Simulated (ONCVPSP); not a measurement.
## Bi: one change to an ONCV potential, before and after

| Property | Result |
| --- | --- |
| Element | bismuth (Bi) |
| Generator | ONCVPSP 4.0.1 |
| Type | optimised norm-conserving Vanderbilt (ONCV) |
| Functional | PBE |
| Relativity | scalar-relativistic |
| Frozen core | [Kr] 4d10 4f14 5s2 |
| Valence charge | 21 |
| Reference configuration | 5p6 5d10 6s2 6p3 |
| Partial waves | 6s: rc 1.90 bohr, ncon 4, nbas 7, qcut 3.1 1/bohr, 2 projectors, debl 2.2 Ha; 5p+6p: rc 1.35 bohr, ncon 3, nbas 6, qcut 12.8 1/bohr, 3 projectors, debl 2.3 Ha; 5d: rc 2.00 bohr, ncon 4, nbas 9, qcut 8.4 1/bohr, 1 projector |
| Local potential | polynomial inside 1.30 bohr (lpopt 5, dvloc0 3 Ha) |
| Core correction | Teter function, fcfact 4.25, rcfact 1.8 |

Change: core correction none.

Cutoffs: the cutoffs (Ha) at which the residual kinetic energy of the hardest occupied pseudo-wave falls to 1 and 0.1 mHa per electron; they do not see the model core or the augmentation charge, which bear on the density cutoff. Errors are all-electron minus pseudo energies relative to the spin-unpolarised reference configuration.

Problem. How do hardness, ghosts and transferability respond?

Solution. The potential gets neither clearly harder nor softer (46 Ha and 53 Ha → 46 Ha and 53 Ha); both files keep a bound ghost (s); of the 4 tests that both files solve, the error grows in 0 and shrinks in 2 by more than 15 % and 0.3 meV (median size 9.3 → 6.7 meV).

```tsv
quantity	base	changed
cutoff, loose	46 Ha	46 Ha
cutoff, tight	53 Ha	53 Ha
bound ghosts	s	s
GHOST(+) flags under 300 eV	none	none
error for 5p6 5d10 6s2 6p2, meV [ΔE 7.91 eV]	-3.7	-3.2
error for 5p6 5d10 6s2 6p1, meV [ΔE 23.16 eV]	-15	-10
error for 5p6 5d10 6s2 6p0, meV [ΔE 46.50 eV]	-41	-22
error for 5p6 5d10 6s2 6p2.5, meV [ΔE 3.10 eV]	-1.3	-1.2
s: phases at 1.93 bohr within 0.05 rad from the reference energy up to (Ha; the scan ends near 5)	4.4	4.4
p: phases at 1.37 bohr within 0.05 rad from the reference energy up to (Ha; the scan ends near 5)	to the end of the scan	to the end of the scan
d: phases at 2.03 bohr within 0.05 rad from the reference energy up to (Ha; the scan ends near 5)	to the end of the scan	to the end of the scan
```

 A true bound ghost makes a file unfit for plane-wave use even where its test errors are small: the radial tests pick states by their node count and pass the ghost by.
